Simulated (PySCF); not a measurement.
C2H6Se.

```xyz
9

C     -1.4653     0.0000    -0.8263
Se     0.0000     0.0000     0.4769
C      1.4653     0.0000    -0.8263
H     -1.4168     0.8938    -1.4449
H     -2.3942     0.0000    -0.2599
H     -1.4168    -0.8938    -1.4449
H      1.4168    -0.8938    -1.4449
H      1.4168     0.8938    -1.4449
H      2.3942     0.0000    -0.2599
```
Charge 0, spin multiplicity 1.

Geometry: B3LYP-D3(BJ)/def2-TZVP.

The numbers are results of PySCF with PBE0/pcSseg-1, not measurements. Non-relativistic, no solvent.

Computed absolute GIAO shielding of each atom: isotropic value and principal components (ppm):
| atom | σ(iso) | σ11 | σ22 | σ33 | span |
|---|---|---|---|---|---|
| C1 | 169.5 | 152.1 | 168.3 | 188.1 | 36.1 |
| Se2 | 1740.1 | 1488.5 | 1517.3 | 2214.6 | 726.2 |
| C3 | 169.5 | 152.1 | 168.3 | 188.1 | 36.1 |
| H4 | 29.7 | 23.8 | 27.3 | 37.9 | 14.1 |
| H5 | 30.0 | 24.4 | 26.6 | 39.1 | 14.7 |
| H6 | 29.7 | 23.8 | 27.3 | 37.9 | 14.1 |
| H7 | 29.7 | 23.8 | 27.3 | 37.9 | 14.1 |
| H8 | 29.7 | 23.8 | 27.3 | 37.9 | 14.1 |
| H9 | 30.0 | 24.4 | 26.6 | 39.1 | 14.7 |
